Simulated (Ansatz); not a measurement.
Isomers of Na3Cl3⁻ (doublet), relaxed with PBE-D4/def2-SVPD; total energies from Ansatz at r2SCAN0-D4/def2-TZVPD.

```tsv
isomer	description	energy (Eh)
A	point group Cs; 4 × Cl–Na 2.47 to 2.56 Å; 1 × Na–Na 3.66 Å	-1867.65096
B	point group Cs; 5 × Cl–Na 2.47 to 2.62 Å	-1867.66682
C	point group C3v; 6 × Cl–Na 2.60 Å	-1867.66982
D	point group Cs; 7 × Cl–Na 2.61 to 2.71 Å	-1867.67888
```

C: The highest occupied level of the charge -1 doublet lies above zero (up to 0.25 eV). It is a level of α spin, whose loss leaves a singlet; that state wasn't run at this geometry and level. The electron is either unbound and held by the finite basis, or the level is raised by self-interaction error. D: The highest occupied level of the charge -1 doublet lies above zero (up to 0.10 eV). It is a level of α spin, whose loss leaves a singlet; that state wasn't run at this geometry and level. The electron is either unbound and held by the finite basis, or the level is raised by self-interaction error.

The isomers come from a short search, and lower ones may exist.

Question: Work out the relative energies (1 Eh = 2625.5 kJ/mol) and the Boltzmann populations at 500 K from electronic energies alone (R = 8.314 J/mol/K).

Answer: ΔE: A 73.3, B 31.7, C 23.8, D 0.0 kJ/mol. RT = 4.16 kJ/mol. Factors exp(−ΔE/RT): A 2.23e-08, B 0.00049, C 0.00328, D 1; sum 1.004. Populations: A 0.0 %, B 0.0 %, C 0.3 %, D 99.6 %. Zero-point energy, vibrational entropy and symmetry numbers are left out and can shift these; an error of 4 kJ/mol changes a ratio by a factor of 2.6. Over the other density-functional and correlated levels in def2 sets, the gap between D and C ranges from 16 to 28 kJ/mol.
